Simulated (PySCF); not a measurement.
CsI, singlet, geometry from GFN2-xTB (such geometries of metal compounds can be far from the true shape) (core potentials on Cs, I); PBE/def2-SVP (PySCF).

The PySCF input:
```python
from pyscf import gto, scf, dft

mol = gto.M(
    atom='''
Cs   -0.000000   -0.000000   -1.639513
I     0.000000    0.000000    1.701381
''',
    basis='def2-svp',
    ecp={'Cs': 'def2-svp', 'I': 'def2-svp'},
    charge=0,
    spin=0,
    verbose=4,
)

mf = dft.RKS(mol)
mf.xc = 'pbe'
mf.kernel()
```

Problem. What does PySCF print? Leave out banner, timings and long lists.

Solution. 
```
PySCF version 2.14.0

[INPUT] verbose = 4
[INPUT] num. atoms = 2
[INPUT] num. electrons = 34
[INPUT] charge = 0
[INPUT] spin (= nelec alpha-beta = 2S) = 0
[INPUT] symmetry False subgroup None
[INPUT] Mole.unit = angstrom
[INPUT] Symbol           X                Y                Z      unit          X                Y                Z       unit  Magmom
[INPUT]  1 Cs     0.000000000000   0.000000000000  -1.639513000000 AA    0.000000000000   0.000000000000  -3.098230547664 Bohr   0.0
[INPUT]  2 I      0.000000000000   0.000000000000   1.701381000000 AA    0.000000000000   0.000000000000   3.215144123539 Bohr   0.0

nuclear repulsion = 35.6386262051415
number of shells = 20
number of NR pGTOs = 96
number of NR cGTOs = 50
basis = def2-svp
ecp = {'Cs': 'def2-svp', 'I': 'def2-svp'}

******** <class 'pyscf.dft.rks.RKS'> ********
method = RKS
initial guess = minao
damping factor = 0
level_shift factor = 0
DIIS = <class 'pyscf.scf.diis.CDIIS'>
diis_start_cycle = 1
diis_space = 8
diis_damp = 0
SCF conv_tol = 1e-09
SCF conv_tol_grad = None
SCF max_cycles = 50
direct_scf = True
direct_scf_tol = 1e-13
XC library pyscf.dft.libxc version 7.1.2
    S. Lehtola, C. Steigemann, M. J. T. Oliveira, and M. A. L. Marques,  SoftwareX 7, 1–5 (2018)
XC functionals = pbe
    J. P. Perdew, K. Burke, and M. Ernzerhof,  Phys. Rev. Lett. 77, 3865 (1996)
    J. P. Perdew, K. Burke, and M. Ernzerhof,  Phys. Rev. Lett. 78, 1396 (1997)
    J. P. Perdew, K. Burke, and M. Ernzerhof,  Phys. Rev. Lett. 77, 3865 (1996)
    J. P. Perdew, K. Burke, and M. Ernzerhof,  Phys. Rev. Lett. 78, 1396 (1997)
radial grids:
    Treutler-Ahlrichs [JCP 102, 346 (1995); DOI:10.1063/1.469408] (M4) radial grids

becke partition: Becke, JCP 88, 2547 (1988); DOI:10.1063/1.454033
pruning grids: <function nwchem_prune>
grids dens level: 3
symmetrized grids: False
atomic radii adjust function: <function treutler_atomic_radii_adjust>
small_rho_cutoff = 0
Set gradient conv threshold to 3.16228e-05
Initial guess from minao.
tot grids = 45672
init E= -283.544081760508
  HOMO = -1.02339062029392  LUMO = -0.609401641036984  gap/eV = 11.26521
cycle= 1 E= -316.210576904305  delta_E= -32.7  |g|= 3.18  |ddm|= 8.82
  HOMO = -0.017086271643873  LUMO = -0.0078953728278206  gap/eV = 0.25010
cycle= 2 E= -310.829861544358  delta_E= 5.38  |g|= 3.46  |ddm|= 8.68
  HOMO = -0.474144533680358  LUMO = -0.21880062912502  gap/eV = 6.94826
cycle= 3 E= -317.441880784134  delta_E= -6.61  |g|= 1.03  |ddm|= 6.15
  HOMO = -0.199900542163071  LUMO = -0.0765407288709428  gap/eV = 3.35679
cycle= 4 E= -317.921056803011  delta_E= -0.479  |g|= 0.151  |ddm|= 2.59
  HOMO = -0.136572985923903  LUMO = -0.0621020642153871  gap/eV = 2.02646
cycle= 5 E= -317.926904330339  delta_E= -0.00585  |g|= 0.0842  |ddm|= 0.533
  HOMO = -0.151883126045608  LUMO = -0.0668607988152941  gap/eV = 2.31358
cycle= 6 E= -317.929770926263  delta_E= -0.00287  |g|= 0.0189  |ddm|= 0.179
  HOMO = -0.157504439892696  LUMO = -0.0663524466470244  gap/eV = 2.48037
cycle= 7 E= -317.929909067468  delta_E= -0.000138  |g|= 0.0105  |ddm|= 0.0747
  HOMO = -0.155631969908756  LUMO = -0.0662714311516019  gap/eV = 2.43162
cycle= 8 E= -317.929962121799  delta_E= -5.31e-05  |g|= 0.000706  |ddm|= 0.0245
  HOMO = -0.155453705687182  LUMO = -0.0663183290091514  gap/eV = 2.42550
cycle= 9 E= -317.929962461785  delta_E= -3.4e-07  |g|= 6.73e-05  |ddm|= 0.00232
  HOMO = -0.155435279466079  LUMO = -0.0663238391160004  gap/eV = 2.42485
cycle= 10 E= -317.929962464089  delta_E= -2.3e-09  |g|= 1.14e-05  |ddm|= 0.000241
  HOMO = -0.155438191274357  LUMO = -0.0663241530085248  gap/eV = 2.42492
cycle= 11 E= -317.929962464166  delta_E= -7.71e-11  |g|= 5.11e-07  |ddm|= 3.9e-05
  HOMO = -0.155438384243614  LUMO = -0.0663242890001374  gap/eV = 2.42492
Extra cycle  E= -317.929962464166  delta_E= -1.14e-13  |g|= 4.42e-07  |ddm|= 1.89e-06
converged SCF energy = -317.929962464166
```
